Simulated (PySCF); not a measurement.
SMILES COC(=O)CCO[SiH3] (C₄H₁₀O₃Si) (GFN2-xTB optimised geometry):

```
18

C      1.696     1.552     0.021
O      1.069     0.276     0.000
C     -0.266     0.276     0.000
O     -0.935     1.276     0.000
C     -0.818    -1.132    -0.015
C     -2.113    -1.207     0.796
O     -1.886    -1.158     2.167
Si    -1.309     0.032     3.104
H      1.356     2.156    -0.823
H      2.765     1.367    -0.045
H      1.452     2.074     0.949
H     -1.026    -1.403    -1.052
H     -0.071    -1.816     0.388
H     -2.765    -0.379     0.492
H     -2.622    -2.156     0.593
H      0.118     0.279     2.860
H     -2.037     1.285     2.923
H     -1.527    -0.601     4.395
```

Method: PBE0/def2-SVP run with PySCF 2.14.0.

What are the frontier orbital energies and the dipole moment?

HOMO-2 -8.42 eV, HOMO-1 -8.18 eV, HOMO -7.95 eV, LUMO 0.16 eV, LUMO+1 1.05 eV; dipole moment 2.01 D.

Meta-Löwdin charges at PBE0/def2-SVP: C1 -0.09, O2 -0.33, C3 0.50, O4 -0.45, C5 -0.23, C6 0.04, O7 -0.60, Si8 0.73, H9 0.11, H10 0.12, H11 0.11, H12 0.13, H13 0.12, H14 0.10, H15 0.10, H16 -0.13, H17 -0.12, H18 -0.11.
